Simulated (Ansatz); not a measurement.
Coupled-cluster run, C3H9LiOSi, SMILES `[Li][O][Si](C)(C)C`.

```yaml
crystal:
  periodic: [false, false, false]
  atoms:
    - {symbol: Li, position_ang: [2.143364, -0.702222, 2.718551]}
    - {symbol: O, position_ang: [1.161960, -0.382818, 1.475582]}
    - {symbol: Si, position_ang: [0.187489, -0.065039, 0.241276]}
    - {symbol: C, position_ang: [-1.363483, -1.131902, 0.299458]}
    - {symbol: C, position_ang: [1.038822, -0.391742, -1.406626]}
    - {symbol: C, position_ang: [-0.362786, 1.736135, 0.247843]}
    - {symbol: H, position_ang: [-1.107062, -2.194898, 0.261971]}
    - {symbol: H, position_ang: [-2.032733, -0.920349, -0.540039]}
    - {symbol: H, position_ang: [-1.922308, -0.957271, 1.223761]}
    - {symbol: H, position_ang: [0.379374, -0.177186, -2.253090]}
    - {symbol: H, position_ang: [1.932420, 0.230429, -1.513898]}
    - {symbol: H, position_ang: [1.350868, -1.437600, -1.483598]}
    - {symbol: H, position_ang: [0.498678, 2.407185, 0.179339]}
    - {symbol: H, position_ang: [-1.027608, 1.959946, -0.591994]}
    - {symbol: H, position_ang: [-0.898793, 1.976632, 1.170867]}
basis:
  gaussian: {orbitals: def2-TZVPP}
correlation: {method: ccsd_t}
output: {orbitals: {seedname: orbitals}}
```

```sh
$ ansatz run in.yaml --threads 2 --pin off --events-out ev --progress --plain --max-ram 32768MiB --backend cuda --devices 0, --max-vram 18GiB
```

Output of Ansatz, abridged:

```
Functional definition: HF
  name "HF"
  cite "Fock, Z. Phys. 61, 126 (1930) doi:10.1007/BF01340294"
  parent pbe
  exchange = exact_x
  correlation = 0
1822 factors; integrals over basis functions are off by at most 1.2e-3 eV
mean field evaluation 1: about -13334.0210 eV, gradient 6.1e1 eV
mean field evaluation 2: about -13334.2396 eV, gradient 6.1e1 eV
mean field evaluation 4: about -13341.8922 eV, gradient 6.5e0 eV
mean field evaluation 8: about -13342.0334 eV, gradient 5.4e-1 eV
mean field -13342.03419299 eV, -490.3107130369 hartree, gradient 3.0e-6 eV, S^2 0.000000; 0 other end points of the search recorded, 0 dependent functions left out
9 core orbitals not correlated: weight in the atoms' cores, before any rotation towards them, 1.000 or more for the frozen orbitals, at most 0.000 for the correlated occupied ones
reference -13342.03419299 eV, -490.3107130369 hartree; 17, 17 occupied and 285, 285 virtual orbitals, 1822 factors
second order -25.66898385 eV of doubles, -0.00000000 eV of singles
cycle   1  -26.38053704 eV  change   -7.1e-1 eV  update   1.1e-1
cycle   2  -26.93597231 eV  change   -5.6e-1 eV  update   3.2e-2
cycle   3  -27.08670704 eV  change   -1.5e-1 eV  update   1.7e-2
cycle   4  -27.08163312 eV  change    5.1e-3 eV  update   3.8e-3
cycle   5  -27.07958045 eV  change    2.1e-3 eV  update   1.7e-3
cycle   6  -27.07987770 eV  change   -3.0e-4 eV  update   5.6e-4
cycle   7  -27.07981196 eV  change    6.6e-5 eV  update   2.4e-4
cycle   8  -27.07974897 eV  change    6.3e-5 eV  update   8.4e-5
cycle   9  -27.07975349 eV  change   -4.5e-6 eV  update   2.5e-5
perturbative correction -1.00164314 eV, -0.0368097066 hartree
Total energy: -13370.11558962 eV, -491.3426853288 hartree
```

Hardware: 2 threads of an AMD EPYC 7R13 on a shared host and a share of an NVIDIA H100 80 GB. Wall time 17 s, peak host memory 0.8 GiB.

The correlation energy is -28.081 eV, 3.6 % of it from (T); the T1 diagnostic reads 0.0110.
